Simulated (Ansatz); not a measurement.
Molecule: sum formula AlNH2Cl2, net charge 0, singlet state. 
Structure (B3LYP-D3(BJ)/def2-TZVP (Ansatz, an electronic-structure program) minimum search):
```
Al
N 1 1.7500
H 2 1.0074 1 124.41
H 2 1.0074 3 111.19 1 -180.00
Cl 1 2.0896 2 120.01 3 0.00
Cl 1 2.0896 2 120.01 3 -180.00
```
Charge 0, spin multiplicity 1.

Dipole moments at this geometry, in debye (magnitudes).

```tsv
level	program	dipole (D)
revPBE/def2-TZVPD	Ansatz	2.28
B3LYP/def2-TZVPD	Ansatz	2.28
wB97M-V/def2-TZVPD	Ansatz	2.27
wB97X-V/def2-TZVPD	Ansatz	2.31
CCSD(T)/aug-cc-pV(D+d)Z	Ansatz	2.25
```
